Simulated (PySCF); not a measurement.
# Bi(BH4)3 at several levels of theory

Computed with PySCF 2.14.0 (density fitting, no spin-orbit coupling) at the geometry relaxed with PBE0:

```xyz
16
Bi(BH4)3 (singlet)
Bi    0.0000    0.0000    0.6819
B     2.3870    0.0135   -0.0355
H     3.1410    0.1135   -0.9845
H     2.6206   -0.8730    0.7690
H     1.3946   -0.3472   -0.7996
H     2.1887    1.1235    0.4673
B    -1.2052    2.0604   -0.0355
H    -1.6688    2.6634   -0.9845
H    -0.5543    2.7060    0.7690
H    -0.3966    1.3814   -0.7996
H    -2.0674    1.3337    0.4673
B    -1.1818   -2.0739   -0.0355
H    -1.4722   -2.7769   -0.9845
H    -2.0663   -1.8330    0.7690
H    -0.9980   -1.0342   -0.7996
H    -0.1214   -2.4573    0.4673
```

```
level                                              basis    state  HOMO (eV)  gap (eV)  charge on Bi1 (e)  dipole about the centre of mass (D)  largest force component (eV/Å)
 PBE0     Bi def2-SVP with ECP60, B def2-SVP, H def2-SVP  singlet      -8.64      6.27               0.67                                 1.62                            0.01
 PBE0  Bi def2-TZVP with ECP60, B def2-TZVP, H def2-TZVP  singlet      -8.67      6.33               0.83                                 1.73                            0.22
```

Charges are Mulliken's, which hang on the basis. The relaxation used the grid (50, 194), these runs (75, 302) or, all-electron (x2c bases, spin-free X2C Hamiltonian), (99, 590).

Question: A further run in the first row's basis gives HOMO (eV) -7.79, gap (eV) 4.89, charge on Bi1 (e) 0.67, dipole about the centre of mass (D) 1.54, largest force component (eV/Å) 0.15. Which level was it?
A. r2SCAN
B. B3LYP

Answer: A. The others give HOMO -8.46 eV (B3LYP).

In the first row's basis the gap widens with exact exchange: 4.9 eV for r2SCAN (none); 5.9 to 6.3 eV for B3LYP, PBE0 (a fixed share).
